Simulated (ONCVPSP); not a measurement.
## Reading a pseudo-wave (Fe (Z = 26))

Columns: radius, all-electron u(r) and pseudo u(r) of the 3p shell (level -59.92 eV) of iron in the configuration [Ne] 3s2 3p6 3d6 4s2; PBEsol, scalar-relativistic, ONCV scheme, ONCVPSP 4.0.1.

| r (bohr) | all-electron | pseudo |
| --- | --- | --- |
| 0.095 | -0.5188 | 0.0575 |
| 0.190 | -0.5221 | 0.2163 |
| 0.285 | -0.0705 | 0.4407 |
| 0.380 | 0.4374 | 0.6833 |
| 0.475 | 0.8245 | 0.8982 |
| 0.570 | 1.0555 | 1.0525 |
| 0.665 | 1.1527 | 1.1317 |
| 0.760 | 1.1548 | 1.1393 |
| 0.855 | 1.0969 | 1.0903 |
| 0.950 | 1.0058 | 1.0042 |
| 1.045 | 0.9000 | 0.8998 |
| 1.140 | 0.7914 | 0.7913 |
| 1.235 | 0.6869 | 0.6868 |
| 1.330 | 0.5904 | 0.5903 |
| 1.425 | 0.5036 | 0.5035 |
| 1.520 | 0.4270 | 0.4269 |
| 1.615 | 0.3603 | 0.3603 |
| 1.710 | 0.3029 | 0.3029 |
| 1.805 | 0.2539 | 0.2539 |
| 1.900 | 0.2123 | 0.2123 |
| 1.995 | 0.1772 | 0.1771 |
| 2.090 | 0.1476 | 0.1476 |
| 2.185 | 0.1228 | 0.1227 |
| 2.280 | 0.1020 | 0.1020 |
| 2.375 | 0.0846 | 0.0846 |
| 2.470 | 0.0702 | 0.0702 |

(1) How many radial nodes do the two functions have?

(2) At about which radius was the pseudo-wave matched?

(3) Where does each function peak?

(4) Is the pseudo-wave norm-conserving?

## Answers

(1) The all-electron 3p function has n − l − 1 = 1; the pseudo-wave has 0, since the states of the same l below it are removed with the core.

(2) 1.10 bohr, where the columns begin to agree (steps of 0.10 bohr).

(3) Outermost all-electron maximum near 0.76 bohr, pseudo maximum near 0.76 bohr (to the table’s step).

(4) Yes: the ONCV scheme keeps the norm inside the radius equal to the all-electron one, which fixes the energy derivative of the logarithmic derivative at the level.
